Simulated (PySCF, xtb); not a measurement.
C2H4BF2N, SMILES NB(F)/C=C\F. The values are those of a single conformer.

Harmonic wavenumbers (cm⁻¹) from GFN2-xTB (xtb) at its own minimum, in rising order: 52, 165, 271, 295, 373, 553, 557, 598, 624, 784, 785, 843, 911, 1005, 1176, 1217, 1314, 1387, 1522, 1677, 3056, 3090, 3507, 3559.

### Question
What does PBE-D3(BJ)/def2-SVP (PySCF 2.14.0) give at its own minimum? (Estimate from the structure and the level; the computed values follow.)

### Answer
68, 174, 296, 311, 394, 453, 591, 642, 649, 774, 798, 864, 920, 994, 1175, 1255, 1364, 1384, 1542, 1664, 3102, 3124, 3529, 3644. Paired by order, the mean absolute difference is 28 cm⁻¹ and the zero-point energies are 41.9 and 42.5 kcal/mol.
